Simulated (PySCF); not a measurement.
Computed with B3LYP/[Mo def2-SVP with ECP28, O def2-SVP, Cl def2-SVP], scalar-relativistic core potentials, density fitting, no spin–orbit coupling, PySCF.

```xyz
6
charge 0 multiplicity 1, angstrom
Mo   -0.0998   -0.1729    0.0000
O    -0.9239   -1.6003    0.0000
Cl    0.1754    0.3039    2.2457
Cl    0.1754    0.3039   -2.2457
Cl    2.1203   -0.8190    0.0000
Cl   -1.7694    1.4268    0.0000
```

MoOCl₄ (singlet), along the line from Mo1 (at 0) through O2 (at 1.648 Å). Core electrons replaced by a potential are absent, the electrostatic potential uses the reduced nuclear charge, and values within about 0.7 Å of such atoms have no physical meaning.

Q: Tabulate the fields along this line at 0.74, 0.91, 1.07, 1.24, 1.40, 1.57, 1.81, 1.98, 2.14, 2.31, 2.47, 2.64 Å.

A: 
```json
{"distance (Å)": "0.74", "electron density (e/Å³)": "2.58", "electron localisation function": "0.472", "electrostatic potential (V)": "49.2"}
{"distance (Å)": "0.91", "electron density (e/Å³)": "2.07", "electron localisation function": "0.463", "electrostatic potential (V)": "31.4"}
{"distance (Å)": "1.07", "electron density (e/Å³)": "2.8", "electron localisation function": "0.738", "electrostatic potential (V)": "33"}
{"distance (Å)": "1.24", "electron density (e/Å³)": "4.69", "electron localisation function": "0.739", "electrostatic potential (V)": "64.5"}
{"distance (Å)": "1.40", "electron density (e/Å³)": "8.15", "electron localisation function": "0.16", "electrostatic potential (V)": "182"}
{"distance (Å)": "1.57", "electron density (e/Å³)": "184", "electron localisation function": "0.991", "electrostatic potential (V)": "938"}
{"distance (Å)": "1.81", "electron density (e/Å³)": "22.6", "electron localisation function": "0.254", "electrostatic potential (V)": "352"}
{"distance (Å)": "1.98", "electron density (e/Å³)": "6.07", "electron localisation function": "0.603", "electrostatic potential (V)": "99.2"}
{"distance (Å)": "2.14", "electron density (e/Å³)": "3.03", "electron localisation function": "0.894", "electrostatic potential (V)": "34"}
{"distance (Å)": "2.31", "electron density (e/Å³)": "1.36", "electron localisation function": "0.902", "electrostatic potential (V)": "12.2"}
{"distance (Å)": "2.47", "electron density (e/Å³)": "0.566", "electron localisation function": "0.851", "electrostatic potential (V)": "4.36"}
{"distance (Å)": "2.64", "electron density (e/Å³)": "0.229", "electron localisation function": "0.724", "electrostatic potential (V)": "1.45"}
```
